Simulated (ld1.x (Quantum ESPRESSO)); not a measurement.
# LDA (PZ) TM dataset for La, scalar-relativistic all-electron reference.

```json
{
  "Element": "lanthanum",
  "Generator": "ld1.x (Quantum ESPRESSO) 7.5",
  "Type": "norm-conserving Troullier–Martins (Kleinman–Bylander form)",
  "Functional": "LDA (PZ)",
  "Relativity": "scalar-relativistic",
  "Frozen core": "[Xe]",
  "Valence charge": "3",
  "Reference configuration": "4f0 5d1 6s2 6p0",
  "Partial waves": "6p (bound, empty): rc 4.20 bohr; 5d (bound): rc 3.15 bohr; 4f (bound, empty): rc 1.00 bohr; 6s (bound): rc 4.05 bohr",
  "Local potential": "the s channel",
  "Core correction": "a·sin(br)/r model core inside 0.55 bohr"
}
```

All-electron outer shells of the reference configuration (LDA (PZ), scalar-relativistic, ld1.x):

| shell | level (eV) | outermost node (bohr) | outermost maximum (bohr) |
| --- | --- | --- | --- |
| 5s | -39.06 | 0.77 | 1.41 |
| 5p | -22.48 | 0.83 | 1.58 |
| 4f | -4.58 | – | 0.75 |
| 6s | -3.82 | 1.86 | 3.74 |
| 5d | -3.21 | 0.95 | 2.24 |
| 6p | -1.41 | 2.20 | 4.93 |

(1) Estimate the cutoffs (Ry, on a coarse ladder) from which the occupation-weighted sum of valence levels, in a spherical-Bessel basis at the reference potential, stays within 10 and 1 mRy of its value at 400 Ry.

(2) Does the potential have ghost states?

(3) Which valence shell sets the plane-wave cutoff?

(4) Tests: 4f0 5d1 6s1 6p0; 4f0 5d1 6s0 6p0; 4f0 5d1 6s1.5 6p0; 4f0 5d2 6s0 6p0; 4f0 5d0 6s2 6p0; 4f0 5d1.5 6s1.5 6p0; 4f0 5d2 6s1 6p0. Which has the largest error in its energy relative to the reference configuration, and how large is it?

Answers

(1) 10 Ry and 15 Ry. The cutoffs count occupied waves only; the empty 4f level needs 230 Ry at the loose tolerance.

(2) No extra level below or beside the all-electron valence levels (p, d, f, s tested).

(3) 5d: its level needs 12 Ry to come within 1 mRy, against 6 Ry for 6s.

(4) 4f0 5d0 6s2 6p0, with -81 meV (all-electron minus pseudo) on +6.53 eV.
